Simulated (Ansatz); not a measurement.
**A substitution series on Ge: H to F**

On one Ge centre, n of the H ligands are replaced by F. The atomisation energy (no zero-point term) y in kJ/mol at CCSD(T)/def2-TZVPP. Shapes, held fixed at every level: PBE0-D4/def2-TZVP. Programs: Ansatz 0.2.0.

| molecule | n | y (kJ/mol) |
| --- | --- | --- |
| GeH4 | 0 | 1237 |
| GeH3F | 1 | 1390 |
| GeH2F2 | 2 | 1563 |
| GeHF3 | 3 | ? |
| GeF4 | 4 | 1888 |

Fit y = c + s·n to the known rows and predict GeHF3.


1. Means of the 4 rows: n = 1.75000, y = 1519.5.
2. Σ(Δn)² = 8.75, Σ(Δn·Δy) = 1431.5, so the slope is 1431.5/8.75 = 163.6.
3. Intercept: 1519.5 − (163.6) × 1.75000 = 1233.2. The largest residual of the fit is 6.8.
4. GeHF3: 1233.2 + (163.6) × 3 = 1724 kJ/mol.

The run gave 1736 kJ/mol, so the prediction is off by -12 kJ/mol, more than the scatter of the fit. The steps per swap are +153, +173, +173, +152 kJ/mol. The slope is only an average step. Other levels give for GeHF3: SPW92/def2-TZVPP 2073; PBE-D4/def2-TZVPP 1790; MP2/def2-SVP 1722 kJ/mol. Relativity is left out for Ge unless named. Correlated rows may include outer-core shells of Ge, which these sets cover unevenly.
